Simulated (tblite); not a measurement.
C₄CoO₄ (SMILES [O+]#[C-]->[Co+](<-[C-]#[O+])(<-[C-]#[O+])<-[C-]#[O+]), charge +1, singlet, at a GFN2-xTB geometry (such geometries of metal compounds can be far from the true shape) (the multiplicity is a formal guess); GFN1-xTB (tblite).

Input for tblite:
```
$ tblite run mol.xyz --method gfn1 --charge 1 --spin 0 --grad --json tblite.json --no-restart

# file mol.xyz
9

Co     0.00000000    -0.00000000     0.00000000
O      1.04717025     1.06346998    -2.50588683
C      0.64525194     0.65529561    -1.54409307
O     -1.04717025    -1.06346998     2.50588683
C     -0.64525194    -0.65529561     1.54409307
O      0.13814426    -2.70219901    -1.08905436
C      0.08512260    -1.66505794    -0.67106035
O     -0.13814426     2.70219901     1.08905436
C     -0.08512260     1.66505794     0.67106035
```

Write the output that tblite gives for this input, abridged.


```
xTB calculator
 | screened Coulomb repulsion
 | Coulomb electrostatics
 |  * isotropic Klopman-Ohno-Mataga-Nishimoto electrostatics
 |  * onsite third-order electrostatics
 | DFT-D3(BJ) dispersion correction

halogen bonding energy    0.0000000000000E+00 Eh
repulsion energy          3.7490555385415E-01 Eh
dispersion energy        -4.1213499238147E-03 Eh
number of electrons       4.8000000000000E+01 e
integral cutoff           3.1207804940168E+01 bohr

------------------------------------------------------------
  cycle        total energy    energy error   density error
------------------------------------------------------------
      1     -29.44090679029  -2.9811691E+01   8.2369881E-01
      2     -29.98255139947  -5.4164461E-01   4.8058747E-01
      3     -30.06706601452  -8.4514615E-02   2.5578758E-01
      4     -30.06971509243  -2.6490779E-03   1.2554027E-01
      5     -30.09889404641  -2.9178954E-02   1.9977915E-02
      6     -30.09992002776  -1.0259814E-03   1.7992857E-03
      7     -30.09991617403   3.8537327E-06   1.5385227E-03
      8     -30.09992113579  -4.9617560E-06   6.8233315E-05
      9     -30.09992114381  -8.0246814E-09   1.5011715E-05
------------------------------------------------------------

electronic energy        -3.0470705347741E+01 Eh
total energy             -3.0099921143810E+01 Eh

Post processing:
 | Mayer-Wiberg bond orders

[Info] Tight-binding results written to 'tblite.txt'
[Info] JSON dump of results written to 'tblite.json'
```
